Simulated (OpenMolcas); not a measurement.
# Cl3+: effect of the active space

| Quantity | Value |
| --- | --- |
| Program | OpenMolcas |
| Method | MS-CASPT2 or its RAS form, IPEA 0.25 Eh, imaginary shift 0.1 Eh |
| Basis | ANO-RCC-VTZP |
| Scalar Hamiltonian | DKH2, point nucleus |
| Spin-orbit coupling | RASSI with atomic mean-field integrals over the reference wave functions, term energies averaged over their components |

A. 4 electrons in 4 orbitals (3s 3p); 2S+1 = 3 even, 6 roots; 2S+1 = 1 even, 12 roots; 2S+1 = 5 odd, 1 root; 2S+1 = 3 odd, 9 roots; 2S+1 = 1 odd, 8 roots; closed shells correlated: 2s 2p; CASPT2 step about 3 core-seconds
B. 4 electrons in 8 orbitals (3s 3p 4s 4p); 2S+1 = 3 even, 3 roots; 2S+1 = 1 even, 11 roots; 2S+1 = 5 odd, 1 root; 2S+1 = 3 odd, 9 roots; 2S+1 = 1 odd, 8 roots; closed shells correlated: 2s 2p; CASPT2 step about 11 core-seconds
C. 4 electrons in 9 orbitals (RAS2 3s 3p; RAS3 3d, at most 2 electrons); 2S+1 = 3 even, 6 roots; 2S+1 = 1 even, 12 roots; 2S+1 = 5 odd, 1 root; 2S+1 = 3 odd, 9 roots; 2S+1 = 1 odd, 8 roots; closed shells correlated: 2s 2p; CASPT2 step of the order of 22 core-seconds

Energies in cm-1 above 3s2 3p2 3P0, the measured ground level; measured values from Moore, Atomic Energy Levels, vol. I, NSRDS-NBS 35 (1971 reprint of NBS Circular 467, 1949).

| Level | A | B | C | Measured |
| --- | --- | --- | --- | --- |
| 3s2 3p2 3P0 | 0.0 | 0.0 | 0.0 | 0.0 |
| 3s2 3p2 3P1 | 452 | 446 | 444 | 491 |
| 3s2 3p2 3P2 | 1240 | 1230 | 1229 | 1341 |
| 3s2 3p2 1D2 | 13530 | 14060 | 14190 | 13766 |
| 3s2 3p2 1S0 | 31200 | 31930 | 33300 | 32550 |
| 3s 3p3 5S* 2 | 67880 | 68510 | 70130 |  |
| 3s 3p3 3D* 2 | 100940 | 101010 | 103110 |  |
| 3s 3p3 3D* 1 | 100950 | 100980 | 103090 |  |
| 3s 3p3 3D* 3 | 100970 | 101090 | 103170 |  |
| 3s 3p3 3P* 0 | 122040 | 122080 | 121120 |  |
| 3s 3p3 3P* 1 | 122040 | 122110 | 121120 |  |
| 3s 3p3 3P* 2 | 122060 | 122180 | 121090 |  |
| 3s 3p3 1D* 2 | 151030 | 150480 | 133410 |  |

Deviations, from unrounded energies. A percentage is the sum of absolute deviations over the sum of measured energies, with the sign that they share, or ± where signs differ.

```json
{"Against measurement": "mean absolute deviation (cm-1)", "Levels": "4", "A": "430", "B": "270", "C": "330"}
{"Against measurement": "fine structure of the ground term (%)", "Levels": "2", "A": "-7.7", "B": "-8.5", "C": "-8.7"}
{"Against measurement": "other terms of the ground configuration (%)", "Levels": "2", "A": "-3.4", "B": "±2.0", "C": "+2.5"}
```

B lies closest to measurement on these levels and A furthest from it. The largest miss of B in the table is 3s2 3p2 1S0, by -620 cm-1. The ranking rests on the paired levels alone, and a cruder setting can come out closer through cancelling errors.

The two smallest mean deviations differ by little beside CASPT2's spread within terms, so their order carries little weight.

Among A to C the level of the table that moves most is 3s 3p3 1D* 2, by 18000 cm-1 (lowest in C, highest in A). Moves below CASPT2's spread within the term are not significant.

CASPT2 does not keep the components of a term degenerate, so their means are used; among the terms shown or strongly mixed into the levels shown the widest spread is 850 cm-1 (3s 3p3 1D*, A). Over all roots computed the reference weight is 0.86 to 0.99 in A, 0.84 to 0.99 in B; the roots of lowest weight are the least certain, and an intruder state may touch them. Terms of s pⁿ other than that of highest spin mix with s² pⁿ⁻² d, which this space lacks; all of them can be thousands of cm-1 off, and some have no real level of that name (holds for A; B). Active for correlation alone: 4p 4s; no level in the range computed is led by a configuration that fills them, so any true level of that kind is missing (holds for B). Configurations are named by rounded mean occupations; where the s occupation lies near a half they are strongly mixed, a name can repeat and a true partner stay unpaired (holds for C). Some terms take much of their weight from 3d, a shell meant for correlation, so their names are nominal (holds for C). Some terms mix strongly with configurations of 3d, whose occupation reaches 0.52 (3s 3p3 3D*, 3s 3p3 3P*, 3s 3p3 1D*) (holds for C). Computed and measured levels are paired by configuration, term and J; levels that our copy of the source lacks, or whose pairing is in doubt (as where it misses far off the trend of its configuration), stay unpaired and out of the deviations. Levels of configurations outside the active space are missing. Levels that lie high or do not pair safely by name in every column are left out.

* marks odd parity.
